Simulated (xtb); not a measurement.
Se(SH)(GeH3) (GeH₄SSe), SMILES S[Se][GeH3]. All values are semi-empirical tight-binding results from xtb (GFN2-xTB unless named), good for trends rather than for accurate numbers. The structure is a stationary point at GFN2-xTB. The structure was generated by enumeration, and PubChem lists no compound with its InChIKey, so it may never have been made. One conformer was computed; it need not be the lowest.

For metal compounds this method's bond lengths and energies can be far off.

The orbital gap is 3.30 eV, the zero-point energy is 19.1 kcal/mol and the G − E(el) at 298.15 K (modified RRHO) comes out as -1.3 kcal/mol.
